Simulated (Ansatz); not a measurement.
Reactions of `FB(Cl)[SeH]`.

Program: Ansatz. Geometries: PBE0-D4/def2-TZVP. ΔE: electronic, gas phase. CCSD(T)/CBS adds triple-zeta CCSD(T) − MP2 to the extrapolated MP2 energy (def2 sets, frozen cores). This one scheme is used for every species, atoms too. No spin–orbit coupling; open shells (•) take unrestricted orbitals. Spin–orbit coupling would lower the free atoms: a little for B, Cl, F; clearly for Se. Bonds to Se are less sure, by a few kJ/mol each and by 10 to 20 or more in all where they break to atoms, as the def2 sets lack core-valence functions. Scalar relativity is left out up to krypton. One conformer a species, not always the lowest.

(1) Order these by ΔE at CCSD(T)/CBS, lowest first. (An estimate is asked.)
A. `FB(Cl)[SeH]` + H–F → `FB(F)[SeH]` + HCl
B. `FB(Cl)[SeH]` → `F[B]Cl`• + `[SeH]`•
C. `FB(Cl)[SeH]` → B• + Cl• + F• + H• + Se•
D. `FB(Cl)[SeH]` + H₂S → `FB(S)Cl` + H₂Se
E. `FB(Cl)[SeH]` + SiH₄ → `FB([SiH3])[SeH]` + HCl
F. `FB(Cl)[SeH]` + H–F → `FB(F)Cl` + H₂Se
G. `FB(Cl)[SeH]` + H₂ → `FB[SeH]` + HCl

Largest T1 diagnostic: 0.015, for `F[B]Cl`•.

Answers

(1) F (-75.4 kJ/mol), A (-55.4 kJ/mol), D (-5.4 kJ/mol), G (+60.1 kJ/mol), E (+99.0 kJ/mol), B (+411.1 kJ/mol), C (+1777.4 kJ/mol).
